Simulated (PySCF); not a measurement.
CH5NOSW, SMILES [CH3][W](=[NH])(=[O])[SH], multiplicity 1.

Geometry optimised at B3LYP-D3(BJ)/def2-SVP. The multiplicity is an assumed one; no other spin state was optimised. The structure was generated by enumeration; whether it is a known compound was not checked. The def2 effective core potentials stand for the cores of W; spin–orbit coupling is left out. The values are those of a single conformer.

Level of theory: ωB97X/def2-TZVP (PySCF).

The molecule is in vacuum.

Estimate the frontier levels, gap, dipole moment and polarisability. (Estimate from the structure and the level; the computed values follow.)


| Item | Result |
|---|---|
| highest occupied level | -10.36 eV |
| lowest empty level | -0.24 eV |
| orbital gap | 10.12 eV |
| dipole moment | 1.26 D |
| quadrupole, principal values (traceless, Buckingham form, about the centre of nuclear charge) | -11.63, 0.34, 11.29 D·Å |
| mean static polarisability | 81.7 bohr³ (12.11 Å³) |
| polarisability, principal values | 71.6, 80.4, 93.2 bohr³ |
